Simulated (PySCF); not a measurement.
C₂H₉NOSi. Atoms are numbered in the order given.

```xyz
14

C      2.1396    -0.9327     0.2384
C      1.1525     0.1502     0.6832
Si    -0.3876     0.2730    -0.3838
N     -1.2236    -1.2306    -0.3122
O     -1.3690     1.5193     0.1655
H      3.0150    -0.9952     0.9052
H      1.6566    -1.9225     0.2190
H      2.5154    -0.7396    -0.7801
H      1.6474     1.1396     0.7082
H      0.8198    -0.0294     1.7238
H     -0.0320     0.5068    -1.8198
H     -1.4758    -1.6094     0.5967
H     -1.9605    -1.4248    -0.9837
H     -0.9939     2.4073     0.1363
```

Coordinates come from a r2SCAN-D4/def2-SVP optimisation. The structure was generated by enumeration; whether it is a known compound was not checked. Other conformers were not sampled.

Calculation: PBE/def2-TZVP run with PySCF.

ESP charges are fitted to the potential on shells at 1.4 to 2.0 van der Waals radii. Atomic charges (e):

```
atom    IAO  Mulliken  ESP fit
----  -----  --------  -------
C1    -0.42     -0.35    -0.22
C2    -0.58     -0.30    -0.10
Si3    1.19      0.47     0.78
N4    -0.84     -0.58    -1.03
O5    -0.80     -0.48    -0.70
H6     0.14      0.12     0.06
H7     0.15      0.12     0.07
H8     0.14      0.11     0.05
H9     0.14      0.10     0.01
H10    0.15      0.11     0.05
H11   -0.17     -0.08    -0.16
H12    0.27      0.22     0.40
H13    0.27      0.23     0.40
H14    0.36      0.30     0.39
```

Task: Give the Mayer and Wiberg (Löwdin basis) orders of the bonds. (The exact figures need the calculation; the answer reports its results.)

Result: 
| bond | Mayer | Wiberg |
|---|---|---|
| C1–C2 | 0.99 | 1.32 |
| C2–Si3 | 0.98 | 1.11 |
| Si3–N4 | 1.21 | 1.53 |
| Si3–O5 | 1.19 | 1.64 |
| C1–H6 | 0.96 | 0.91 |
| C1–H7 | 0.97 | 0.90 |
| C1–H8 | 0.97 | 0.91 |
| C2–H9 | 0.93 | 0.84 |
| C2–H10 | 0.93 | 0.84 |
| Si3–H11 | 0.91 | 0.89 |
| N4–H12 | 0.92 | 0.95 |
| N4–H13 | 0.92 | 0.95 |
| O5–H14 | 0.89 | 1.03 |
